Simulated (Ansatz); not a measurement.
Computed with Ansatz.

A structure relaxed at PBE0-D4/def2-TZVP, charge 0, multiplicity 1:

Cartesian coordinates in Å:
```
B 1.2276 -0.8505 1.0771
B 0.0606 -0.6070 -0.0693
C -0.3419 -1.7708 -1.0516
C -0.6835 0.7713 -0.2213
C -0.0777 2.0003 0.4454
H 2.3990 -0.7098 0.8505
H 0.9613 -1.1962 2.1969
H -1.3612 -1.6736 -1.4377
H -0.1963 -2.7848 -0.6729
H 0.3281 -1.6693 -1.9183
H -0.8986 0.9630 -1.2809
H -1.6768 0.5628 0.2128
H 0.9007 2.2389 0.0201
H -0.7072 2.8865 0.3311
H 0.0661 1.8393 1.5181
```

Task: Give its formula and SMILES.

Result: C3H10B2, `BB(C)CC`.

Task: Point group (tolerance 0.08 Å, 0.16 Å for H)?

Result: C1.

Task: Summarise the bond lengths by kind.

Result: 1 × B–B 1.654 Å; 2 × B–H 1.201 to 1.202 Å; 2 × B–C 1.574 to 1.575 Å; 8 × C–H 1.092 to 1.104 Å; 1 × C–C 1.524 Å.
